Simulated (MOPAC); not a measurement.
Input for MOPAC: PM6 on AlP, 2S+1 = 3, a spin state set in the input, which need not be the lowest, a point of a bond scan (R = 2.159 Å).

```
PM6 1SCF PRECISE CHARGE=0 UHF MS=1 THREADS=1
AlP

Al     0.00000000 1     0.00000000 1     0.00000000 1
P      0.00000000 1     0.00000000 1     2.15903200 1
```

Output:

```
*******************************************************************************
 **                                                                           **
 **                              MOPAC v23.2.5                                **
 **                                                                           **
 *******************************************************************************
 ** MOPAC's Digital Object Identifier: https://doi.org/10.5281/zenodo.6511958 **
 **                                                                           **
 ** Please cite the open-source release paper for use of this MOPAC version:  **
 ** J. E. Moussa and J. J. P. Stewart (2026)                                  **
 ** MOPAC: An open-source semiempirical molecular orbital program             **
 ** J. Open Source Softw., 11(119), 8025, https://doi.org/10.21105/joss.08025 **
 *******************************************************************************

                              PM6 CALCULATION RESULTS

 *******************************************************************************
 *  PM6        - The PM6 Hamiltonian to be used
 *  UHF        - UNRESTRICTED HARTREE-FOCK CALCULATION
 *
 *
 *
 *                 CHARGE ON SYSTEM = 0
 *
 *
 *
 *  MS=        - IN MECI, MAGNETIC COMPONENT OF SPIN =  1.0
 *  PRECISE    - TIGHTER CRITERIA TO BE USED
 *  1SCF       - DO 1 SCF AND THEN STOP
 *  THREADS=1  - MULTI-THREADING NOT USED
 *  T=         - A TIME OF 172800.0 SECONDS REQUESTED
 *  DUMP=N     - RESTART FILE WRITTEN EVERY 7200.0 SECONDS REQUESTED
 *******************************************************************************
PM6 1SCF PRECISE CHARGE=0 UHF MS=1 THREADS=1
 AlP

   ATOM   CHEMICAL          X               Y               Z
  NUMBER   SYMBOL      (ANGSTROMS)     (ANGSTROMS)     (ANGSTROMS)

     1      Al          0.00000000  *   0.00000000  *   0.00000000  *
     2       P          0.00000000  *   0.00000000  *   2.15903200  *



          CARTESIAN COORDINATES

    NO.       ATOM           X           Y           Z

     1        Al          0.0000      0.0000      0.0000
     2         P          0.0000      0.0000      2.1590

 General Reference for PM6:
 "Optimization of Parameters for Semiempirical Methods V: Modification of NDDO Approximations
 and Application to 70 Elements", J. J. P. Stewart, J. Mol. Mod., 13, 1173-1213 (2007)
 URL: https://link.springer.com/article/10.1007/s00894-007-0233-4

           Empirical Formula: Al P  =     2 atoms



      MOLECULAR POINT GROUP   :   C*v


          UHF CALCULATION, NO. OF ALPHA ELECTRONS =    5
                           NO. OF BETA  ELECTRONS =    3

 -------------------------------------------------------------------------------
 PM6 1SCF PRECISE CHARGE=0 UHF MS=1 THREADS=1
 AlP



     1SCF WAS SPECIFIED, SO BFGS WAS NOT USED
     SCF FIELD WAS ACHIEVED


                              PM6 CALCULATION
                                                       MOPAC v23.2.5 Linux




          FINAL HEAT OF FORMATION =        141.40148 KCAL/MOL =     591.62378 KJ/MOL


          COSMO AREA              =         95.22 SQUARE ANGSTROMS
          COSMO VOLUME            =         82.16 CUBIC ANGSTROMS

          IONIZATION POTENTIAL    =          7.555086 EV
          ALPHA SOMO LUMO (EV)    =         -8.344  0.281
          BETA  SOMO LUMO (EV)    =         -7.555 -2.313
          NO. OF ALPHA ELECTRONS  =          5
          NO. OF BETA  ELECTRONS  =          3
          MOLECULAR WEIGHT        =         57.9553         POINT GROUP:  C*v

          MOLECULAR DIMENSIONS (Angstroms)

            Atom       Atom       Distance
            P     2   Al     1     2.15903
            P     2   Al     1     0.00000
           Al     1    P     2     0.00000


          SCF CALCULATIONS        =          1





   ATOM   CHEMICAL          X               Y               Z
  NUMBER   SYMBOL      (ANGSTROMS)     (ANGSTROMS)     (ANGSTROMS)

     1      Al          0.00000000  *   0.00000000  *   0.00000000  *
     2       P          0.00000000  *   0.00000000  *   2.15903200  *

                             CARTESIAN COORDINATES

   1   Al        0.000000000     0.000000000     0.000000000
   2    P        0.000000000     0.000000000     2.159032000


           Empirical Formula: Al P  =     2 atoms



      MOLECULAR POINT GROUP   :   C*v


          ALPHA EIGENVALUES
 -17.96048 -12.61112  -9.09621  -9.04718  -8.34372   0.28057   0.72296   4.13474
 107.17007 108.05035 108.60416 108.99478 109.67815 143.70664 144.17851 144.47305
 144.98224 145.65768


           BETA EIGENVALUES
 -17.00779 -10.98490  -7.55509  -2.31315  -1.27749   0.62288   1.55694   5.19322
 109.33371 109.34361 110.03258 110.53076 112.63619 144.95282 145.17506 145.18923
 146.22877 146.36185


              NET ATOMIC CHARGES AND DIPOLE CONTRIBUTIONS

  ATOM NO.   TYPE          CHARGE      No. of ELECS.   s-Pop       p-Pop       d-Pop
    1         Al           0.275755        2.7242     1.63683     1.07231     0.01511
    2          P          -0.275755        5.2758     1.85974     3.41055     0.00547
 DIPOLE           X         Y         Z       TOTAL
 POINT-CHG.     0.000     0.000    -2.860     2.860
 HYBRID         0.000     0.000     0.089     0.089
 SUM            0.000     0.000    -2.770     2.770


          ATOMIC ORBITAL ELECTRON POPULATIONS

     Atom    s        px        py        pz      x^2-y^2     xz        z^2       yz        xy
    1 Al   1.63683   0.36843   0.09754   0.60633   0.00011   0.00479   0.00825   0.00196   0.00000
    2  P   1.85974   1.62598   0.90030   0.88428   0.00003   0.00080   0.00444   0.00020   0.00000


                    (SZ)    =    1.000000
                    (S**2)  =    2.052147


          ATOMIC ORBITAL SPIN POPULATIONS

    Atom   Total    s     px     py     pz   x^2-y^2  xz     z^2    yz     xy
         Atomic
    1 Al  0.4916  0.128 -0.147  0.098  0.412 -0.000 -0.001  0.000  0.002 -0.000
    2  P  1.5084  0.035  0.149  0.900  0.425  0.000 -0.000 -0.000  0.000  0.000

 **********************
 *                    *
 * JOB ENDED NORMALLY *
 *                    *
 **********************




 == MOPAC DONE ==
```

The run finished.

Cost: very roughly 0.04 core-seconds.
